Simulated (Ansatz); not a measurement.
```yaml
crystal:
  periodic: [false, false, false]
  atoms:
    - {symbol: V, position_ang: [2.013708, 0.028210, -1.821379]}
    - {symbol: V, position_ang: [0.385164, 0.015265, -0.290509]}
    - {symbol: O, position_ang: [2.057328, 0.342825, -0.019613]}
basis:
  gaussian: {orbitals: def2-SVPD}
total_charge: 1
magnetization: {spin_polarized: false, initial_magnetization: 1}
hamiltonian: {xc: {name: PBE0}}
scf: {omitted_lower_state_checks: [starts]}
```

```sh
$ ansatz run in.yaml --threads 4 --pin off --events-out ev --progress --plain --max-ram 3916MiB
```

Output, abridged:

```
Functional definition: PBE0
955 factors; integrals over basis functions are off by at most 1.0e-3 eV
mean field evaluation 1: about -53363.4172 eV, gradient 1.1e2 eV
mean field evaluation 2: about -53363.5305 eV, gradient 1.1e2 eV
mean field evaluation 4: about -53178.7936 eV, gradient 3.2e2 eV
mean field evaluation 8: about -53367.5145 eV, gradient 9.5e1 eV
mean field evaluation 16: about -53390.2304 eV, gradient 7.5e-1 eV
mean field -53390.23337725 eV, -1962.0548874141 hartree, gradient 4.8e-6 eV, S^2 0.750000; 0 other end points of the search recorded, 0 dependent functions left out
reference -53390.23341679 eV, -1962.0548888669 hartree; 27, 26 occupied and 64, 65 virtual orbitals, 955 factors
Total energy: -53390.23341679 eV, -1962.0548888669 hartree
Checks for a lower state left out: starts
```

It took 4.3 s on 4 threads of Arm Neoverse V2 on a shared host.

With spin_polarized false and unpaired electrons the run is restricted open-shell.
